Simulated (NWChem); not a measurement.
Everything below was run with NWChem. System: Sb, charge 0, spin multiplicity 4. Its SCF solution wasn't tested for a lower state. Level: UHF/def2-TZVP with def2 effective core potentials on Sb.

Input file:

```
start mol
memory heap 200 mb stack 900 mb global 1100 mb
geometry units angstroms nocenter noautoz
  Sb     0.000000     0.000000     0.000000
  symmetry group D2h
end
basis spherical
  * library def2-tzvp
end
ecp
  Sb library def2-ecp
end
scf
  uhf
  nopen 3
  maxiter 100
  thresh 1e-7
  semidirect memsize 60000000 filesize 0
  # guess.movecs holds the orbitals of an unrestricted PBE0 run
  vectors input guess.movecs output mol.movecs
end
task scf energy
```

NWChem printed:

```
             Northwest Computational Chemistry Package (NWChem) 7.3.0
             --------------------------------------------------------

                                NWChem Input Module
                                -------------------

 Scaling coordinates for geometry "geometry" by  1.889725989
 (inverse scale =  0.529177249)

                             Geometry "geometry" -> ""
                             -------------------------

 Output coordinates in angstroms (scale by  1.889725989 to convert to a.u.)

  No.       Tag          Charge          X              Y              Z
 ---- ---------------- ---------- -------------- -------------- --------------
    1 Sb                  51.0000     0.00000000     0.00000000     0.00000000

 Effective nuclear repulsion energy (a.u.)       0.0000000000

            Nuclear Dipole moment (a.u.)
            ----------------------------
        X                 Y               Z
 ---------------- ---------------- ----------------
     0.0000000000     0.0000000000     0.0000000000

      Symmetry information
      --------------------

 Group name             D2h
 Group number             26
 Group order               8
 No. of unique centers     1

      Symmetry unique atoms

     1


 Summary of "ao basis" -> "" (spherical)
 ------------------------------------------------------------------------------
       Tag                 Description            Shells   Functions and Types
 ---------------- ------------------------------  ------  ---------------------
 *                         def2-tzvp                  on all atoms

 Summary of "ao basis" -> "ao basis" (spherical)
 ------------------------------------------------------------------------------
       Tag                 Description            Shells   Functions and Types
 ---------------- ------------------------------  ------  ---------------------
 Sb                        def2-tzvp                16       50   6s5p3d2f

                                 NWChem SCF Module
                                 -----------------

  ao basis        = "ao basis"
[...]
              MO Center= -4.3D-31, -2.5D-21, -1.0D-30, r^2= 4.5D+00
   Bfn.  Coefficient  Atom+Function         Bfn.  Coefficient  Atom+Function
  ----- ------------  ---------------      ----- ------------  ---------------
    20      0.728610  1 Sb py                11     -0.295081  1 Sb py
    14      0.284832  1 Sb py                17      0.161860  1 Sb py

 Vector   12  Occ=0.000000D+00  E= 2.738937D-02  Symmetry=b3u
              MO Center= -4.7D-21, -1.7D-27,  4.2D-27, r^2= 4.5D+00
   Bfn.  Coefficient  Atom+Function         Bfn.  Coefficient  Atom+Function
  ----- ------------  ---------------      ----- ------------  ---------------
    19      0.728610  1 Sb px                10     -0.295081  1 Sb px
    13      0.284832  1 Sb px                16      0.161860  1 Sb px

 Vector   13  Occ=0.000000D+00  E= 2.738937D-02  Symmetry=b1u
              MO Center=  5.3D-21,  1.6D-22, -1.2D-20, r^2= 4.5D+00
   Bfn.  Coefficient  Atom+Function         Bfn.  Coefficient  Atom+Function
  ----- ------------  ---------------      ----- ------------  ---------------
    21      0.728610  1 Sb pz                12     -0.295081  1 Sb pz
    15      0.284832  1 Sb pz                18      0.161860  1 Sb pz

 center of mass
 --------------
 x =   0.00000000 y =   0.00000000 z =   0.00000000

 moments of inertia (a.u.)
 ------------------
           0.000000000000           0.000000000000           0.000000000000
           0.000000000000           0.000000000000           0.000000000000
           0.000000000000           0.000000000000           0.000000000000

  Mulliken analysis of the total density
  --------------------------------------

    Atom       Charge   Shell Charges
 -----------   ------   -------------------------------------------------------
    1 Sb  23    23.00   0.16 -0.66  1.57  0.93  1.11  0.90 -0.46  6.43  0.77  1.65  0.61  9.03  0.94  0.03  0.00  0.00

  Mulliken analysis of the alpha density
  --------------------------------------

    Atom       Charge   Shell Charges
 -----------   ------   -------------------------------------------------------
    1 Sb  23    13.00   0.08 -0.33  0.78  0.46  0.54  0.47 -0.24  3.23  0.75  1.65  0.61  4.49  0.50  0.02  0.00  0.00

   Mulliken analysis of the beta density
   -------------------------------------

    Atom       Charge   Shell Charges
 -----------   ------   -------------------------------------------------------
    1 Sb  23    10.00   0.08 -0.33  0.79  0.47  0.57  0.43 -0.22  3.20  0.03 -0.00  0.00  4.55  0.44  0.01  0.00  0.00

   Mulliken analysis of the spin density
   -------------------------------------

    Atom       Charge   Shell Charges
 -----------   ------   -------------------------------------------------------
    1 Sb  23     3.00  -0.00  0.00 -0.01 -0.01 -0.03  0.04 -0.02  0.03  0.72  1.65  0.61 -0.06  0.05  0.01  0.00 -0.00

       Multipole analysis of the density wrt the origin
       ------------------------------------------------

     L   x y z        total         alpha         beta         nuclear
     -   - - -        -----         -----         ----         -------
     0   0 0 0      0.000000    -13.000000    -10.000000     23.000000

     1   1 0 0      0.000000      0.000000      0.000000      0.000000
     1   0 1 0     -0.000000     -0.000000     -0.000000      0.000000
     1   0 0 1     -0.000000     -0.000000      0.000000      0.000000

     2   2 0 0    -19.761448    -14.706819     -5.054629      0.000000
     2   1 1 0      0.000000      0.000000      0.000000      0.000000
     2   1 0 1     -0.000000      0.000000     -0.000000      0.000000
     2   0 2 0    -19.761448    -14.706819     -5.054629      0.000000
     2   0 1 1      0.000000      0.000000      0.000000      0.000000
     2   0 0 2    -19.761448    -14.706819     -5.054629      0.000000

 Task  times  cpu:        0.5s     wall:        0.5s

 Total times  cpu:        0.6s     wall:        0.6s
```
